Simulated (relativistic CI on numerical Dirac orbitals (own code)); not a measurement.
# What each ingredient does to the levels of Ru I

Base calculation: Dirac-Coulomb-Breit CI, separate exchange-only KLI orbitals for each configuration, model QED (radiative potential, 1s self-energy scaled to tabulated hydrogen-like ionisation energies), valence Slater integrals scaled by 0.85, P86 correlation energy added to each configuration.

Configuration list (outside the closed core [Kr]): 4d7.5s, 4d6.5s2, 4d7.5p, 4d8, 4d7.5d, 4d7.6s, 4d6.5s.5p, 4d7.6p, 4d7.7s, 4d7.4f, 4d7.7p, 4d7.6d, 4d7.8s, 4d7.5g, 4d7.5f, 4d7.8p, 4d7.7d, 4d7.8d, 4d6.5s.7s, 4d6.5s.4f, 4d6.5s.7p, 4d6.5s.6d, 4d5.5s2.5p, 4d6.5s.8s, 4d6.5s.5g, 4d6.5s.5f, 4d6.5s.8p, 4d6.5s.7d, 4d6.5s.6s, 4d6.5p2, 4d5.5p3. Double excitations out of closed p, d and f shells are left out; levels of such configurations are missing from the list, as are those of other unlisted configurations, and high levels can miss mixing partners.

Variants: (1) no correlation estimate; (2) self-excluded LDA correlation estimate; (3) Breit term removed; (4) one mean potential for all configurations. Shifts of the energy above 4d7.5s 5F_5, in cm⁻¹, for the lowest level and the first level of each name with at least 55 % of one term (blank where a level changes its place among those of its configuration and J or its character, or is not in the variant):

| Level | Base | Δ(1) | Δ(2) | Δ(3) | Δ(4) | Measured |
| --- | --- | --- | --- | --- | --- | --- |
| 4d7.5s 5F_5 | 0.0 | 0.0 | 0.0 | 0.0 | 0.0 | 0.0 |
| 4d7.5s 5F_4 | 1116.3 | -1.9 | +0.5 | +47.7 | -67.5 | 1190.6 |
| 4d7.5s 5F_3 | 1963.8 | -2.4 | +0.6 | +82.9 | -116.7 | 2091.5 |
| 4d7.5s 5F_2 | 2557.2 | -3.1 | +0.7 | +104.9 | -146.5 | 2713.2 |
| 4d7.5s 5F_1 | 2934.1 | -3.6 | +0.8 | +117.9 | -163.8 | 3105.5 |
| 4d6.5s2 5D_4 | 7961.2 | -2717.3 | +404.2 | -31.8 | +7085.9 | 7483.1 |
| 4d6.5s2 5D_3 | 8561.3 | -2223.0 | +835.4 | -26.7 | +7638.0 | 8575.4 |
| 4d7.5s 3F_3 | 9086.2 | -340.0 | -228.9 | +52.0 | +150.0 | 8084.1 |
| 4d6.5s2 5D_1 | 9513.8 | -2237.2 | +455.9 | -22.8 | +8240.8 | 9073.0 |
| 4d6.5s2 5D_0 | 9742.2 | -2273.5 | +503.4 | -14.6 | +7416.3 | 9492.4 |
| 4d7.5s 3F_2 | 9773.1 | -319.7 | +140.5 | +48.3 | +295.1 | 9183.7 |
| 4d7.5s 5P_3 | 10448.0 | -17.9 | +5.2 | +31.1 | +188.2 | 8770.9 |
| 4d7.5s 5P_1 | 10920.4 | -3.3 | +42.4 | +46.5 | +412.6 | 9620.3 |
| 4d8 3F_4 | 11334.0 | +2063.3 | -467.1 | +89.9 | +6901.0 |  |
| 4d7.5s 3G_5 | 12403.3 | -110.7 | +22.5 | +34.7 | +448.0 |  |
| 4d8 3F_3 | 12683.5 | +1986.1 | -457.6 | +151.7 | +6500.0 |  |
| 4d7.5s 3P_0 | 12836.0 | +260.3 | -71.5 | +112.4 | +2020.9 |  |
| 4d7.5s 3G_4 | 13033.1 | -188.8 | +16.9 | +57.6 | +409.4 |  |
| 4d8 3F_2 | 13359.6 | +1551.3 | -431.7 | +157.0 | +6039.4 |  |
| 4d7.5s 3G_3 | 13797.3 | -192.6 | +15.9 | +102.8 | +347.3 |  |
| 4d7.5s 1G_4 | 15213.5 | +36.9 | -24.8 | +74.2 | +1046.4 |  |
| 4d7.5s 3H_6 | 15896.3 | -265.8 | +40.5 | +58.6 | +597.6 |  |

Correlation outside the listed configurations is missing or only estimated: errors of thousands of cm⁻¹ between configurations and terms are usual at this charge. Rates and lifetimes follow the computed energies and can be off by large factors. The fine structure of a lone outer electron comes out too small, for d and f at times inverted, and misplaced configurations move strength between like terms. 29 of the 36 excited levels that our extract of the measured tables holds in this range could be paired (the sources list more); they are missed by 2282 cm⁻¹ on average and 4706 at most, and levels without a partner can miss by more. Some levels of the ground configuration have no partner and can miss by 10 % or more.

Measured levels: NIST Handbook of Basic Atomic Spectroscopic Data (Sansonetti and Martin, J. Phys. Chem. Ref. Data 34, 1559 (2005)).

Ionisation energy from the two ground configurations alone: base 6.863 eV; no correlation estimate 6.149 eV; self-excluded LDA correlation estimate 6.995 eV; Breit term removed 6.87 eV. The NIST ASD value (measured) is 7.3605 eV. The gap of more than 2 % comes from missing correlation.

LS names give the leading component of a level, which can be under half, so a name can repeat, a term be missing and a line seem to break the LS rules.
